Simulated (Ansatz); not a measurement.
Geometry optimisation, DFT PBE-D3(BJ), scalar-relativistic, plane waves, PAW in Ansatz 0.2.0.

input.yaml

```yaml
crystal:
  lattice:
    - [6.98, 0.0, 0.0]
    - [3.49, 4.935605, 0.0]
    - [0.0, 0.0, 18.403408]
  atoms:
    - { symbol: Li, position: [-0.25, 0.5, 0.0543378] }
    - { symbol: Li, position: [0.25, 0.5, 0.0543378] }
    - { symbol: Li, position: [-0.25, 1.0, 0.0543378] }
    - { symbol: Li, position: [0.25, 1.0, 0.0543378] }
    - { symbol: Li, position: [0.0, 0.0, 0.1884326] }
    - { symbol: Li, position: [0.5, 0.0, 0.1884326] }
    - { symbol: Li, position: [0.0, 0.5, 0.1884326] }
    - { symbol: Li, position: [0.5, 0.5, 0.1884326] }
    - { symbol: Li, position: [-0.25, 0.5, 0.3225275] }
    - { symbol: Li, position: [0.25, 0.5, 0.3225275] }
    - { symbol: Li, position: [-0.25, 1.0, 0.3225275] }
    - { symbol: Li, position: [0.25, 1.0, 0.3225275] }
    - { symbol: Li, position: [0.0, 0.0, 0.4566224] }
    - { symbol: Li, position: [0.5, 0.0, 0.4566224] }
    - { symbol: Li, position: [0.0, 0.5, 0.4566224] }
    - { symbol: Li, position: [0.5, 0.5, 0.4566224] }
    - { symbol: C, position: [0.1831243, 0.6654757, 0.5261747] }
    - { symbol: H, position: [0.1189242, 0.5489961, 0.5457363] }
    - { symbol: H, position: [0.3615146, 0.5746605, 0.5457363] }
    - { symbol: H, position: [0.0695574, 0.8739013, 0.5457363] }
basis:
  ecutwfc: 420.0
kpoints:
  mp_grid: { grid: [3, 3, 1] }
hamiltonian:
  xc: pbe
  dispersion: d3bj
scf:
  occupations: { method: gaussian, width: 0.05 }
  lower_state_search: "off"
relax:
  f_tol: 0.03
  max_steps: 60
  adjacent_minimum: "off"
  constraints: [{ sites: [0, 1, 2, 3] }]
```

Command:

```bash
$ ansatz run input.yaml --threads 2 --pin off --max-ram 5120MiB --backend cpu --events-out ev --progress --plain --runs-dir out
```

Task: Where does it end, and by what steps?

Result: It converged. The force dipped under the threshold on the way, but the program's further checks kept it going. Limits of this set-up: coarse k mesh, thin slab, slab without dipole correction, odd electron count without spin. After 10 steps the energy has fallen by 0.618 eV; Li14 moved furthest, 0.98 Å. Joined: Li15–Li16.

| step | energy less start (eV) | largest force component (eV/Å) | accepted |
| --- | --- | --- | --- |
| 0 | 0.0000 | 1.497 | yes |
| 1 | -0.3401 | 0.625 | yes |
| 2 | -0.4869 | 0.282 | yes |
| 3 | -0.5468 | 0.097 | yes |
| 4 | -0.5838 | 0.070 | yes |
| 5 | -0.6039 | 0.040 | yes |
| 6 | -0.6110 | 0.036 | yes |
| 7 | -0.6153 | 0.040 | yes |
| 8 | -0.6176 | 0.046 | yes |
| 9 | -0.6180 | 0.019 | yes |
| 10 | -0.6180 | 0.019 | yes |

```xyz
20
Lattice="6.9800 0.0000 0.0000 3.4900 4.9356 0.0000 0.0000 0.0000 18.4034" Properties=species:S:1:pos:R:3
Li 0.000 2.468 1.000
Li 3.490 2.468 1.000
Li 1.745 4.936 1.000
Li 5.235 4.936 1.000
Li -0.004 -0.348 3.171
Li 3.496 -0.228 3.219
Li 1.631 2.185 3.218
Li 5.350 2.194 3.225
Li 0.011 2.467 5.655
Li 3.482 2.447 5.319
Li 1.856 5.014 5.393
Li 5.129 5.000 5.388
Li 0.008 0.025 7.807
Li 3.490 -0.108 7.433
Li 2.101 2.621 7.827
Li 4.888 2.612 7.816
C 3.502 3.385 9.295
H 2.636 2.903 9.797
H 4.364 2.889 9.791
H 3.512 4.394 9.764
```

Time of the run: 37 s on 2 threads of Intel(R) Xeon(R) Platinum 8488C (Sapphire Rapids), with other jobs on the host, peak memory 0.83 GiB.
